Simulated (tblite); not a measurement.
Compound: C₃H₁₂BNSi.
Bonds: C1–Si2, Si2–C3, Si2–C4, C4–B5, B5–N6, Si2–N6. Hydrogens: H7, H8, H9 on C1; H10, H11, H12 on C3; H13, H14 on C4; H15, H16 on B5; H17, H18 on N6.

Computed with GFN2-xTB (tblite), gas phase: L-BFGS steps from a force-field or distance-geometry start until the largest atomic force falls under 0.01 eV/Å.

Step 18: E = -501.1361 eV
```
atom  x, y, z in Å  |  force x, y, z in eV/Å
C1     -1.1507    1.7187    0.7455    0.043  -0.118  -0.038
Si2    -0.4500    0.0198    0.2158   -0.013  -0.033   0.063
C3     -1.7042   -1.0659   -0.7362    0.087   0.075   0.069
C4      0.8610   -0.8068    1.2828   -0.031   0.023  -0.026
B5      2.0230   -0.4366    0.1582   -0.057  -0.023   0.048
N6      0.9656    0.3367   -0.9062    0.037   0.004  -0.018
H7     -0.3600    2.3428    1.1537   -0.026  -0.019  -0.026
H8     -1.8922    1.5843    1.5271   -0.004   0.013  -0.036
H9     -1.6242    2.2640   -0.0675    0.020  -0.055   0.001
H10    -1.2151   -1.9535   -1.1293   -0.014   0.042   0.007
H11    -2.1807   -0.5490   -1.5655    0.030   0.022   0.037
H12    -2.4874   -1.4001   -0.0628   -0.004   0.022  -0.031
H13     0.7012   -1.8697    1.4468    0.014   0.018   0.049
H14     0.9982   -0.3494    2.2597    0.007  -0.052   0.008
H15     2.4822   -1.3710   -0.4094   -0.021  -0.007  -0.021
H16     2.8249    0.3627    0.5099   -0.017   0.029   0.004
H17     0.9605   -0.1179   -1.8078   -0.034  -0.018  -0.067
H18     1.2391    1.2975   -1.0532   -0.015   0.077  -0.022
```

Step 19: E = -501.1381 eV
```
atom  x, y, z in Å  |  force x, y, z in eV/Å
C1     -1.1524    1.7169    0.7439    0.046  -0.119  -0.032
Si2    -0.4507    0.0155    0.2242    0.030  -0.005   0.000
C3     -1.7049   -1.0631   -0.7353    0.089   0.071   0.070
C4      0.8650   -0.8087    1.2855   -0.012   0.015  -0.025
B5      2.0261   -0.4379    0.1588   -0.091  -0.002   0.028
N6      0.9679    0.3342   -0.9020   -0.050   0.027  -0.032
H7     -0.3619    2.3422    1.1504   -0.022  -0.011  -0.026
H8     -1.8957    1.5890    1.5247   -0.008   0.009  -0.038
H9     -1.6226    2.2569   -0.0746    0.020  -0.052   0.008
H10    -1.2162   -1.9496   -1.1306   -0.010   0.031   0.000
H11    -2.1758   -0.5404   -1.5642    0.026   0.020   0.038
H12    -2.4918   -1.3996   -0.0675   -0.007   0.027  -0.026
H13     0.7073   -1.8720    1.4474    0.012   0.013   0.065
H14     1.0045   -0.3506    2.2616    0.004  -0.062   0.015
H15     2.4803   -1.3726   -0.4128    0.000   0.005   0.001
H16     2.8236    0.3666    0.5093    0.002   0.000   0.004
H17     0.9549   -0.1179   -1.8057   -0.020  -0.012  -0.038
H18     1.2336    1.2976   -1.0515   -0.008   0.044  -0.011
```

Step 20: E = -501.1399 eV
```
atom  x, y, z in Å  |  force x, y, z in eV/Å
C1     -1.1532    1.7134    0.7419    0.030  -0.076  -0.015
Si2    -0.4509    0.0112    0.2323    0.070   0.020  -0.057
C3     -1.7043   -1.0594   -0.7333    0.056   0.041   0.046
C4      0.8685   -0.8103    1.2877    0.011  -0.005  -0.003
B5      2.0276   -0.4389    0.1598   -0.087   0.021  -0.006
N6      0.9685    0.3324   -0.8988   -0.112   0.043  -0.040
H7     -0.3645    2.3417    1.1466   -0.011  -0.009  -0.024
H8     -1.8992    1.5939    1.5214   -0.010  -0.005  -0.035
H9     -1.6206    2.2491   -0.0810    0.019  -0.053   0.004
H10    -1.2177   -1.9452   -1.1319    0.001   0.021  -0.003
H11    -2.1705   -0.5320   -1.5621    0.027   0.025   0.039
H12    -2.4960   -1.3986   -0.0728   -0.004   0.033  -0.014
H13     0.7137   -1.8738    1.4490    0.006   0.000   0.070
H14     1.0109   -0.3531    2.2635    0.002  -0.057   0.027
H15     2.4789   -1.3737   -0.4158    0.010   0.022   0.023
H16     2.8227    0.3699    0.5085    0.004  -0.030   0.001
H17     0.9493   -0.1185   -1.8039   -0.007   0.002  -0.008
H18     1.2282    1.2983   -1.0494   -0.006   0.005  -0.006
```

**Question.** Estimate the geometry and energy of step 21. (The exact step hangs on the optimiser's Hessian estimate; all steps are aligned on step 20, rigid shifts and turns removed.)

**Answer.** E = -501.1417 eV, largest force 0.148 eV/Å
```
atom  x, y, z in Å  |  force x, y, z in eV/Å
C1     -1.1535    1.7086    0.7397    0.006  -0.010   0.007
Si2    -0.4501    0.0073    0.2395    0.087   0.032  -0.085
C3     -1.7027   -1.0550   -0.7306    0.006  -0.002   0.007
C4      0.8720   -0.8119    1.2898    0.028  -0.027   0.027
B5      2.0275   -0.4395    0.1605   -0.054   0.038  -0.040
N6      0.9668    0.3316   -0.8964   -0.134   0.047  -0.042
H7     -0.3673    2.3410    1.1423    0.004  -0.008  -0.019
H8     -1.9028    1.5987    1.5174   -0.009  -0.026  -0.030
H9     -1.6182    2.2402   -0.0874    0.017  -0.054  -0.009
H10    -1.2193   -1.9403   -1.1334    0.015   0.011  -0.003
H11    -2.1646   -0.5232   -1.5591    0.030   0.035   0.036
H12    -2.5003   -1.3968   -0.0785    0.004   0.041   0.005
H13     0.7205   -1.8754    1.4519   -0.002  -0.016   0.065
H14     1.0175   -0.3568    2.2656    0.000  -0.041   0.038
H15     2.4778   -1.3741   -0.4182    0.010   0.040   0.040
H16     2.8218    0.3722    0.5077   -0.003  -0.054  -0.005
H17     0.9434   -0.1194   -1.8020    0.002   0.017   0.013
H18     1.2227    1.2991   -1.0471   -0.005  -0.024  -0.007
```

The energy changes by -0.0018 eV. The first-order estimate −F·Δx gives -0.0024 eV and the mean of the old and new forces, exact on a quadratic surface, -0.0018 eV. The step makes an angle of 71° with the force vector and moves no atom by more than 0.011 Å.

What follows is the cost of the whole relaxation. Time: 0.5 s of wall time. Hardware: one thread, Arm Neoverse N1 (aarch64), on a shared host.
